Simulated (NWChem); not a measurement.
Molecule: BN₂H₄F; SMILES NB(N)F

```xyz
8

B      0.0000     0.0000    -0.0186
F      0.0000     0.0000    -1.3688
N     -1.2511     0.0000     0.6366
H     -2.1136     0.0000     0.1123
H     -1.3715     0.0000     1.6376
N      1.2511     0.0000     0.6366
H      1.3715     0.0000     1.6376
H      2.1136     0.0000     0.1123
```
Atoms are numbered in this order, from 1.

Computed with NWChem. Pople sets run with spherical d functions. Structure relaxed at the PBE0/def2-SVP level. Level B3LYP/6-31G*: energy and gradient on several grids; changes count from the extra-fine grid, which is no exact limit either.

Task: Which is the coarsest grid (coarse; medium; fine; xcoarse; xfine) from which on the energy stays within 500 μHa and each gradient component within 500 μHa/bohr of xfine?

Result: coarse.
| grid | size of the energy change (μHa) | largest change of a gradient component (μHa/bohr) |
|---|---|---|
| xcoarse | 700 | 2000 |
| coarse | < 10 | 100 |
| medium | < 10 | < 30 |
| fine | < 10 | < 30 |
| xfine | < 10 | < 30 |
